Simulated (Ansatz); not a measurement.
Ansatz (a first-principles code) input (B3LYP-D3(BJ)/def2-TZVP):

Ansatz 0.2 input:
```yaml
crystal:
  periodic: [false, false, false]
  atoms:
    - {symbol: C, position_ang: [-1.37482593, 0.16755075, 0.18173959]}
    - {symbol: C, position_ang: [-1.00288174, -1.14728510, 0.20406165]}
    - {symbol: O, position_ang: [0.33830712, -1.28287107, 0.02669777]}
    - {symbol: C, position_ang: [0.84250229, -0.01242117, -0.11223169]}
    - {symbol: C, position_ang: [-0.22120255, 0.92885720, -0.01981587]}
    - {symbol: C, position_ang: [2.13712321, 0.23737859, -0.31170010]}
    - {symbol: O, position_ang: [3.25177813, 0.55275867, -0.48233967]}
    - {symbol: H, position_ang: [-2.36966313, 0.54733483, 0.29789020]}
    - {symbol: H, position_ang: [-1.56017638, -2.05212626, 0.33252928]}
    - {symbol: H, position_ang: [-0.12078066, 1.99026927, -0.09281131]}
basis:
  gaussian:
    orbitals: def2-TZVP
hamiltonian:
  xc: b3lyp
  dispersion: d3bj
magnetization: {spin_polarized: true, initial_magnetization: 1}
relax: {f_tol: 0.002, max_steps: 150}
```

End of the output:

```
reference -9329.03925641 eV, -342.8358692231 hartree; 25, 24 occupied and 210, 211 virtual orbitals, 1334 factors
relax step  26: F+E_penalty+E_count = -9329.43410174 eV  Δ(F+E_penalty+E_count) = -2.902e-3 eV  max|allowed force component| = 5.400e-2 eV/Å  Δτ_max = 0.0199 Å  (44 SCF iters, accepted)
these checks for a lower state are left out or cut short: starts, cluster_reference, orbital_swaps, neighbouring_geometries, increment
integrals: 0.16 GiB planned
1334 factors; their error is unknown
mean field: 1.94 GiB planned
mean field -9329.03911553 eV, -342.8358640457 hartree, gradient 1.9e-5 eV, S^2 0.754271; 0 other end points of the search recorded, 0 dependent functions left out
the calculation of the forces begins
reference -9329.03937030 eV, -342.8358734084 hartree; 25, 24 occupied and 210, 211 virtual orbitals, 1334 factors
relax step  27: F+E_penalty+E_count = -9329.43419387 eV  Δ(F+E_penalty+E_count) = -9.213e-5 eV  max|allowed force component| = 6.074e-2 eV/Å  Δτ_max = 0.0069 Å  (43 SCF iters, accepted)
these checks for a lower state are left out or cut short: starts, cluster_reference, orbital_swaps, neighbouring_geometries, increment
integrals: 0.16 GiB planned
1334 factors; their error is unknown
mean field: 1.94 GiB planned
mean field -9329.03917580 eV, -342.8358662606 hartree, gradient 2.1e-5 eV, S^2 0.754270; 0 other end points of the search recorded, 0 dependent functions left out
the calculation of the forces begins
reference -9329.03943058 eV, -342.8358756237 hartree; 25, 24 occupied and 210, 211 virtual orbitals, 1334 factors
relax step  28: F+E_penalty+E_count = -9329.43428098 eV  Δ(F+E_penalty+E_count) = -8.711e-5 eV  max|allowed force component| = 6.254e-3 eV/Å  Δτ_max = 0.0023 Å  (45 SCF iters, accepted)
these checks for a lower state are left out or cut short: starts, cluster_reference, orbital_swaps, neighbouring_geometries, increment
integrals: 0.16 GiB planned
1334 factors; their error is unknown
mean field: 1.94 GiB planned
mean field -9329.03918655 eV, -342.8358666557 hartree, gradient 2.7e-5 eV, S^2 0.754269; 0 other end points of the search recorded, 0 dependent functions left out
the calculation of the forces begins
reference -9329.03944133 eV, -342.8358760187 hartree; 25, 24 occupied and 210, 211 virtual orbitals, 1334 factors
relax step  29: F+E_penalty+E_count = -9329.43428205 eV  Δ(F+E_penalty+E_count) = -1.069e-6 eV  max|allowed force component| = 1.433e-3 eV/Å  Δτ_max = 0.0003 Å  (42 SCF iters, accepted)
integrals: 0.16 GiB planned
1334 factors; their error is unknown
mean field: 1.94 GiB planned
mean field evaluation 320: about -9329.0392 eV, gradient 1.6e-5 eV
mean field -9329.03918655 eV, -342.8358666557 hartree, gradient 1.7e-5 eV, S^2 0.754269; 1 other end points of the search recorded, 0 dependent functions left out
the calculation of the forces begins
reference -9329.03944133 eV, -342.8358760187 hartree; 25, 24 occupied and 210, 211 virtual orbitals, 1334 factors
Total energy: -9329.43453683 eV, -342.8503955106 hartree
Atom 0 at    -1.402307     0.149809     0.180701 Å, force     0.000720    -0.000162    -0.000133 eV/Å
Atom 1 at    -0.899244    -1.117208     0.226779 Å, force    -0.000802    -0.001209     0.000207 eV/Å
Atom 2 at     0.432720    -1.120274     0.043058 Å, force    -0.001433    -0.000276     0.000243 eV/Å
Atom 3 at     0.814726     0.196867    -0.129859 Å, force     0.001064     0.000147    -0.000180 eV/Å
Atom 4 at    -0.291634     0.999254    -0.050220 Å, force     0.000517     0.000263    -0.000036 eV/Å
Atom 5 at     2.188420     0.537318    -0.350660 Å, force    -0.001042     0.000889     0.000111 eV/Å
Atom 6 at     3.158913    -0.141789    -0.422721 Å, force     0.000885    -0.000461    -0.000119 eV/Å
Atom 7 at    -2.434017     0.433009     0.297386 Å, force    -0.000483     0.000106     0.000072 eV/Å
Atom 8 at    -1.359353    -2.079011     0.378064 Å, force     0.000716     0.000568    -0.000142 eV/Å
Atom 9 at    -0.288044     2.071471    -0.148509 Å, force    -0.000142     0.000135    -0.000023 eV/Å
Dipole moment:    -0.875399     0.053793     0.116009 e Å
```

It need not be the lowest isomer of its formula.
